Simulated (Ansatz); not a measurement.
Basis sets compared for `c1cc2ncc3ccc4nccc(c2c1)c34`. Charge 0, multiplicity 1. Geometry PBE0-D4/def2-SVP. Ansatz on 4 threads of Arm Neoverse V1 on a shared host; times are rough, and most runs start from earlier orbitals.

```csv
atom,x (Å),y (Å),z (Å)
C1,-0.307,-3.411,-1.328
C2,-1.522,-2.901,-0.974
C3,-1.320,-1.565,-0.465
N4,-2.327,-0.854,-0.056
C5,-2.310,0.402,0.445
C6,-1.246,1.243,0.651
C7,-1.344,2.600,1.207
C8,-0.111,3.154,1.277
C9,0.861,2.178,0.766
N10,2.162,2.329,0.666
C11,2.829,1.269,0.159
C12,2.241,0.086,-0.242
C13,0.833,-0.092,-0.139
C14,0.171,-1.300,-0.541
C15,0.729,-2.435,-1.064
C16,0.146,1.005,0.385
H17,-0.123,-4.401,-1.747
H18,-2.502,-3.369,-1.041
H19,-3.303,0.781,0.719
H20,-2.286,3.060,1.507
H21,0.155,4.145,1.641
H22,3.915,1.387,0.073
H23,2.869,-0.713,-0.639
H24,1.789,-2.597,-1.259
```

Binding counts from free atoms (C triplet, N quartet, H doublet) in the same basis, without a counterpoise term.

| level | functions | energy (Eh) | HOMO (eV) | LUMO (eV) | binding per atom (eV) | wall time |
| --- | --- | --- | --- | --- | --- | --- |
| PBE-D4/def2-SVP | 264 | -646.5376 | -5.47 | -4.04 | 5.78 | 8 s |
| PBE0-D4/def2-SVP | 264 | -646.5702 | -6.39 | -3.43 | 5.62 | 14 s |

Q: Estimate the rows for PBE-D4/def2-TZVP (with forces), PBE0-D4/def2-TZVP.

A: 
```json
{"level": "PBE-D4/def2-TZVP (with forces)", "functions": "544", "energy (Eh)": "-647.2194", "HOMO (eV)": "-5.53", "LUMO (eV)": "-4.11", "binding per atom (eV)": "5.69", "wall time": "23 s"}
{"level": "PBE0-D4/def2-TZVP", "functions": "544", "energy (Eh)": "-647.2481", "HOMO (eV)": "-6.39", "LUMO (eV)": "-3.45", "binding per atom (eV)": "5.53", "wall time": "42 s"}
```
